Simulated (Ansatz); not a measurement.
AlClH7NSi2 can be A, `[SiH3][N]([SiH3])[AlH][Cl]`, or B, `[NH2][AlH][SiH2][SiH2]Cl`.

Gas-phase electronic energies from Ansatz, PBE0-D4/def2-TZVP geometries. CCSD(T)/CBS adds triple-zeta CCSD(T) − MP2 to the extrapolated MP2 energy (def2 sets, frozen cores). DFT in def2-TZVPP. B3LYP here is the variant with VWN-RPA as its local correlation; programs differ in this. One conformer a species, not always the lowest.

Task: Which isomer does CCSD(T)/CBS put lower? Give the gap. (Best estimate.)

Result: Ansatz gave: A, by 161.6 kJ/mol.

Task: Give E(B) − E(A) in kJ/mol with r2SCAN-D4, ωB97M-V, MP2/def2-TZVPP, HF/def2-TZVPP, PBE0-D4, B3LYP, CCSD(T)/def2-TZVPP. (An estimate is asked.)

Result: The calculation gave: r2SCAN-D4 149.1, ωB97M-V 166.4, MP2/def2-TZVPP 178.7, HF/def2-TZVPP 190.4, PBE0-D4 131.8, B3LYP 149.8, CCSD(T)/def2-TZVPP 163.7. None reverses the order clearly.

Largest T1 diagnostic: 0.013.

In def2-TZVPP, CCSD(T) changes the Hartree–Fock value by −26.7 kJ/mol (the triples alone add −3.3 kJ/mol) and MP2 by −11.7 kJ/mol. The D4 term adds +5.3 kJ/mol with B3LYP and +2.4 kJ/mol with PBE0; it sums over pairs of atoms, weighted by their polarisabilities, and B3LYP, whose exchange is more repulsive, gets the larger term.
